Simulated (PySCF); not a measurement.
Computed shifts of a molecule C4H10O, KT2/pcSseg-1 (PySCF), GIAO, gas phase, atoms alike by connectivity averaged where their shifts nearly agree, in ppm (number of nuclei): ¹³C: 71.3 (1), 35.5 (2), 31.4 (1). ¹H: 1.49 (9), -0.12 (1). References: ¹³C against TMS (σ = 185.1 ppm); ¹⁷O against H2O (σ = 330.4 ppm); ¹H against TMS (σ = 31.47 ppm), references at their B3LYP-D3(BJ)/def2-TZVP geometries, non-relativistic. Coordinates come from a PBE0-D3(BJ)/def2-SVP optimisation. One conformer was computed; it need not be the lowest.

Problem. Pick the molecule that these values belong to.
(A) CCCOC
(B) CC(C)(C)O
(C) CC[C@H](C)O
(D) CCCCO

Solution. B, CC(C)(C)O
